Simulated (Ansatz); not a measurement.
Geometry optimisation of Ge3O4⁺.

```yaml
crystal:
  periodic: [false, false, false]
  atoms:
    - {symbol: Ge, position_ang: [-0.978720, 0.646110, 0.727560]}
    - {symbol: Ge, position_ang: [0.431660, 0.019150, -2.153050]}
    - {symbol: Ge, position_ang: [1.598130, -1.357110, 0.641060]}
    - {symbol: O, position_ang: [0.276460, -0.428020, 1.336340]}
    - {symbol: O, position_ang: [-2.113050, 1.389570, 1.570540]}
    - {symbol: O, position_ang: [-0.710170, 0.717690, -1.009510]}
    - {symbol: O, position_ang: [1.495690, -0.987390, -1.112940]}
basis:
  gaussian: {orbitals: def2-SVP}
total_charge: 1
magnetization: {spin_polarized: true, initial_magnetization: 1}
hamiltonian: {xc: r2scan, dispersion: d4}
scf: {lower_state_search: "off"}
output: {orbitals: {seedname: orbitals}}
relax: {f_tol: 0.02, max_steps: 100}
```

```sh
$ ansatz run in.yaml --threads 4 --pin off --events-out ev --progress --plain --max-ram 4787MiB
```

It prints (some lines left out):

```
Functional definition: r2SCAN
mean field -177704.73277527 eV, -6530.5284768970 hartree, gradient 3.3e-6 eV, S^2 0.756357; 0 other end points of the search recorded, 0 dependent functions left out
relax step   1: F+E_penalty+E_count = -177704.80525844 eV  Δ(F+E_penalty+E_count) = +0.000e0 eV  max|allowed force component| = 1.564e0 eV/Å  Δτ_max = 0.0000 Å  (27 SCF iters, accepted)
mean field -177704.79028948 eV, -6530.5305905053 hartree, gradient 2.6e-6 eV, S^2 0.756804; 0 other end points of the search recorded, 0 dependent functions left out
relax step   2: F+E_penalty+E_count = -177704.86258025 eV  Δ(F+E_penalty+E_count) = -5.732e-2 eV  max|allowed force component| = 9.018e-1 eV/Å  Δτ_max = 0.0296 Å  (29 SCF iters, accepted)
mean field -177704.82474765 eV, -6530.5318568197 hartree, gradient 2.1e-6 eV, S^2 0.757469; 0 other end points of the search recorded, 0 dependent functions left out
relax step   3: F+E_penalty+E_count = -177704.89685607 eV  Δ(F+E_penalty+E_count) = -3.428e-2 eV  max|allowed force component| = 3.164e-1 eV/Å  Δτ_max = 0.0212 Å  (34 SCF iters, accepted)
mean field -177704.84890830 eV, -6530.5327447070 hartree, gradient 1.7e-6 eV, S^2 0.757970; 0 other end points of the search recorded, 0 dependent functions left out
relax step   4: F+E_penalty+E_count = -177704.92095558 eV  Δ(F+E_penalty+E_count) = -2.410e-2 eV  max|allowed force component| = 2.451e-1 eV/Å  Δτ_max = 0.0746 Å  (34 SCF iters, accepted)
mean field -177704.85006631 eV, -6530.5327872632 hartree, gradient 4.4e-6 eV, S^2 0.757998; 0 other end points of the search recorded, 0 dependent functions left out
relax step   5: F+E_penalty+E_count = -177704.92207575 eV  Δ(F+E_penalty+E_count) = -1.120e-3 eV  max|allowed force component| = 2.243e-1 eV/Å  Δτ_max = 0.0360 Å  (30 SCF iters, accepted)
mean field -177704.85344748 eV, -6530.5329115190 hartree, gradient 2.8e-6 eV, S^2 0.758085; 0 other end points of the search recorded, 0 dependent functions left out
relax step   6: F+E_penalty+E_count = -177704.92543066 eV  Δ(F+E_penalty+E_count) = -3.355e-3 eV  max|allowed force component| = 7.320e-2 eV/Å  Δτ_max = 0.0101 Å  (29 SCF iters, accepted)
mean field -177704.85366973 eV, -6530.5329196864 hartree, gradient 1.5e-6 eV, S^2 0.758078; 0 other end points of the search recorded, 0 dependent functions left out
relax step   7: F+E_penalty+E_count = -177704.92565371 eV  Δ(F+E_penalty+E_count) = -2.231e-4 eV  max|allowed force component| = 4.314e-3 eV/Å  Δτ_max = 0.0060 Å  (28 SCF iters, accepted)
Total energy: -177704.92566749 eV, -6530.5355655556 hartree
Atom 0 at    -0.918130     0.604972     0.682529 Å, force    -0.004314     0.003490     0.003446 eV/Å
Atom 1 at     0.445636     0.013925    -2.207985 Å, force     0.002647    -0.001913    -0.000369 eV/Å
Atom 2 at     1.646021    -1.392157     0.653111 Å, force     0.001677    -0.000835    -0.002744 eV/Å
Atom 3 at     0.259981    -0.432697     1.402999 Å, force     0.000771    -0.000979     0.000424 eV/Å
Atom 4 at    -2.112381     1.391669     1.570132 Å, force     0.000357    -0.000375    -0.000246 eV/Å
Atom 5 at    -0.760885     0.763272    -1.030364 Å, force     0.000174    -0.000292    -0.001418 eV/Å
Atom 6 at     1.439759    -0.948984    -1.070422 Å, force    -0.001312     0.000905     0.000908 eV/Å
Dipole moment:     0.445704    -0.293722    -0.331325 e Å
Checks for a lower state left out: stability, starts, cluster_reference, orbital_swaps, neighbouring_geometries, increment
```

It took 45 s on 4 threads of Arm Neoverse V1 on a shared host.

The relaxation made no stability test and no search for a lower SCF solution. Another isomer (doublet) lies 0.37 eV lower at PBE0-D4/def2-TZVP; other spin states weren't run for this one.
